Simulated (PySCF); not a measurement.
SMILES [O](C)[Bi]([OH])[O]C, PBE0/def2-SVP optimised geometry.

```
13

Bi    -1.72    -1.20     0.00
O     -1.98     0.87     0.00
H     -2.00     1.20     0.91
O      0.37    -1.20     0.00
C      1.12    -0.05     0.28
H      0.55     0.89     0.14
H      1.50    -0.06     1.33
H      2.00    -0.01    -0.39
O     -1.97    -1.41     2.07
C     -0.89    -1.45     2.95
H      0.03    -1.87     2.50
H     -0.63    -0.45     3.34
H     -1.15    -2.08     3.82
```

Density from PBE0/def2-TZVP, def2 effective core potentials past Kr in PySCF at that geometry. The core electrons that the potentials of Bi replace are not part of the density.

Minimum of the electron density along straight lines between bonded atoms, close to the bond critical point (lines longer than 1.1 times the sum of covalent radii, or with two minima, are not listed):

```csv
bond,length / Å,ρ at the minimum / e bohr⁻³,∇²ρ there / e bohr⁻⁵,position (fraction from the first atom)
Bi1–O2,2.088,0.112,0.35,0.53
O2–H3,0.967,0.352,-2.34,0.80
Bi1–O4,2.089,0.111,0.35,0.53
O4–C5,1.401,0.266,-0.57,0.65
C5–H6,1.106,0.276,-0.95,0.65
C5–H7,1.107,0.274,-0.93,0.64
C5–H8,1.105,0.276,-0.95,0.64
Bi1–O9,2.091,0.110,0.35,0.53
O9–C10,1.399,0.267,-0.58,0.65
C10–H11,1.106,0.276,-0.95,0.65
C10–H12,1.108,0.273,-0.93,0.64
C10–H13,1.105,0.276,-0.95,0.65
```
